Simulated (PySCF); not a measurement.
Ga(H)(OSiH3)2, SMILES [O]([SiH3])[GaH][O][SiH3] (H₇GaO₂Si₂), B3LYP/def2-SVP optimised geometry.

```
12

Ga     0.97    -0.07     0.00
H      2.51    -0.07     0.00
O      0.04     1.45     0.00
Si    -1.42     2.23     0.01
H     -2.43     1.50     0.84
H     -1.96     2.36    -1.38
H     -1.24     3.60     0.58
O      0.04    -1.59     0.00
Si    -1.43    -2.37     0.00
H     -1.80    -2.76     1.39
H     -1.32    -3.60    -0.84
H     -2.51    -1.50    -0.56
```

Density from B3LYP/def2-TZVP in PySCF 2.14.0 at that geometry.

Minimum of the electron density along straight lines between bonded atoms, close to the bond critical point (lines longer than 1.1 times the sum of covalent radii, or with two minima, are not listed):

```
bond     length / Å  ρ at the minimum / e bohr⁻³  ∇²ρ there / e bohr⁻⁵  position (fraction from the first atom)
-------  ----------  ---------------------------  --------------------  ---------------------------------------
Ga1–H2        1.543                        0.121                  0.13                                     0.60
Ga1–O3        1.780                        0.131                  0.75                                     0.49
O3–Si4        1.658                        0.131                  0.78                                     0.59
Si4–H5        1.495                        0.121                  0.13                                     0.49
Si4–H6        1.494                        0.122                  0.14                                     0.49
Si4–H7        1.491                        0.122                  0.14                                     0.49
Ga1–O8        1.780                        0.131                  0.75                                     0.49
O8–Si9        1.657                        0.131                  0.78                                     0.59
Si9–H10       1.493                        0.122                  0.14                                     0.49
Si9–H11       1.492                        0.122                  0.14                                     0.49
Si9–H12       1.496                        0.121                  0.13                                     0.49
```
